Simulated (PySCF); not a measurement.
Cl₃Mo, neutral, multiplicity 4. Atoms are numbered in the order given.

```xyz
4

Mo     0.0000     0.0000     0.0000
Cl     2.2680     0.0000     0.0000
Cl    -1.1340    -1.9641     0.0000
Cl    -1.1340     1.9641     0.0000
```
Charge 0, spin multiplicity 4.

Coordinates come from a B3LYP-D3(BJ)/def2-SVP optimisation. The multiplicity is an assumed one; other spin states were not compared. The def2 effective core potentials stand for the cores of Mo; spin–orbit coupling is left out.

Calculation: PySCF with TDA-PBE/def2-SVPD.

Vertical excitations; the highest root listed may be one member of a degenerate set. Isolated molecule, no solvent.

Computed excitation energies, oscillator strengths and character:
```
state    energy (eV)  λ (nm)      f                                       main pairs
-------  -----------  ------  -----  -----------------------------------------------
root 1          1.17    1060  0.000           α HOMO→LUMO 50 %, α HOMO−1→LUMO+1 50 %
root 2          1.19    1042  0.000           α HOMO→LUMO+1 50 %, α HOMO−1→LUMO 50 %
root 3          1.44     859  0.000    α HOMO−1→LUMO+1, α HOMO→LUMO (degenerate set)
root 4          1.44     859  0.000    α HOMO−1→LUMO, α HOMO→LUMO+1 (degenerate set)
root 5          1.84     672  0.002                   α HOMO−2→LUMO (degenerate set)
root 6          1.84     672  0.002                 α HOMO−2→LUMO+1 (degenerate set)
root 7          3.95     314  0.008    α HOMO−3→LUMO, β HOMO→LUMO+4 (degenerate set)
root 8          3.95     314  0.008  α HOMO−3→LUMO+1, β HOMO→LUMO+3 (degenerate set)
root 9          4.21     295  0.000                 α HOMO−4→LUMO+1 (degenerate set)
root 10         4.21     295  0.000                   α HOMO−4→LUMO (degenerate set)
```
Unrestricted roots are not spin-pure.
